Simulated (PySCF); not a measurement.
Input of a run (PBE0-D3(BJ)/def2-SVP geometry optimisation, gas phase (PySCF 2.14.0)), started from a GFN2-xTB structure with every atom displaced at random (by about 0.01 Å):
```
{"job": {"xc": "PBE0", "basis": "def2-SVP", "d3": "d3bj", "grid": 1, "shake": 0.01, "kind": "geom"}, "charge": 0, "multiplicity": 1}
C     -0.980190    -1.040050     0.343770
C     -0.111100     0.072370    -0.196360
C      1.359140    -0.260150    -0.216780
F      1.922360    -0.177350     1.045280
F      1.598560    -1.531770    -0.630780
C     -0.460380     1.501500    -0.063070
O     -0.530140     0.826520    -1.288240
H     -2.023780    -0.695410     0.281580
H     -0.737250    -1.223920     1.391940
H     -0.877530    -1.920640    -0.242700
H      1.945560     0.416320    -0.848620
H     -1.396420     1.762190     0.402850
H      0.297010     2.253500     0.010810
```

Output (energies in Eh, forces in Eh/bohr):
```
step   0  E = -430.13502587  max force = 0.035878
step   1  E = -430.13960598  max force = 0.012412
step   2  E = -430.14012958  max force = 0.005205
step   3  E = -430.14026413  max force = 0.001960
step   4  E = -430.14029933  max force = 0.001228
step   5  E = -430.14032520  max force = 0.001617
step   6  E = -430.14034942  max force = 0.001967
step   7  E = -430.14036630  max force = 0.001188
step   8  E = -430.14036929  max force = 0.000707
step   9  E = -430.14036830  max force = 0.000673
step  10  E = -430.14036752  max force = 0.000713
step  11  E = -430.14036859  max force = 0.000309
optimisation converged
```

**Question.** Summarise the run.

**Answer.** The energy falls by 3.4 kcal/mol over 12 energy and gradient evaluations, the largest force component goes from 0.0359 to 3.1e-04 Eh/bohr, and the atoms move by 0.128 Å rms after alignment. The bond that changes most is C1–H10 (methyl carbon to methyl hydrogen), which lengthens by 0.036 Å. Bonds longer at the end by more than 0.005 Å: 7 of 13; shorter: 4. Among the angles that change most is F4–C3–H11, from 105.7° to 109.3°. Among the dihedrals that turn most is O7–C2–C3–F5, from -101° to -85°. The energy never rose by more than 1e-6 Eh on the way. The first step brought 86 % of the lowering.

**Question.** What are the final bond lengths?

**Answer.** C1–C2 1.501 Å, C2–C3 1.508 Å, C3–F4 1.352 Å, C3–F5 1.351 Å, C2–C6 1.464 Å, C6–O7 1.410 Å, C2–O7 1.413 Å, C1–H8 1.098 Å, C1–H9 1.100 Å, C1–H10 1.099 Å, C3–H11 1.104 Å, C6–H12 1.097 Å, C6–H13 1.098 Å. Numbering counts from 1 in the input's order; the species is `C[C@]1(C(F)F)CO1`.

The run used 128 basis functions and 72 SCF cycles in all.

Stationary, but not proved a minimum. One conformer, not necessarily the lowest.
